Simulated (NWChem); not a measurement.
# Atomisation of ClTl

```
Tl
Cl 1 2.5391
```
Charge 0, spin multiplicity 1.

The numbers come from NWChem runs, not from measurements. The geometry was optimised at B3LYP/def2-SVP with def2 effective core potentials on Tl, a minimum by its harmonic frequencies.

Basis set: def2-TZVP. The atomisation energy is electronic alone: no zero-point, thermal, spin-orbit or counterpoise terms. No value is extrapolated to the basis-set limit. Free atoms are single determinants with multiplicities Tl 2, Cl 2. Correlated methods freeze the same cores in atoms and molecule, 9 orbitals in all.

Relative cost: rough, from shared machines, SCF included, HF = 1. Costs are the molecule's.

Effective core potentials replace the inner electrons of Tl; spin-orbit coupling is left out. B3LYP has NWChem's definition, with VWN1-RPA local correlation. GW and range-separated runs recompute their integrals, the others keep them in memory, which bears on the times. The structure started from a generated list of species. No SCF solution was tested for a lower state. Open-shell Hartree-Fock references start from PBE0 orbitals; any time given for them includes that run. No row is a measurement; the coupled-cluster row has its own basis-set and correlation limits.

| method | atomisation energy (kcal/mol) | relative cost |
|---|---|---|
| HF | [?] | 1 |
| BLYP | 100.2 | under 3 |
| BP86 | 103.5 | under 3 |
| PBE | 104.6 | under 3 |
| B3LYP | [?] | under 3 |
| PBE0 | 101.2 | under 3 |
| MP2 | [?] | under 3 |
| CAM-B3LYP | 99.0 | 10 |
| CCSD(T) | [?] | 10 |

Task: Fill in the missing entries.

Result: 
- HF, atomisation energy (kcal/mol): 73.1
- B3LYP, atomisation energy (kcal/mol): 99.3
- MP2, atomisation energy (kcal/mol): 103.1
- CCSD(T), atomisation energy (kcal/mol): 98.1
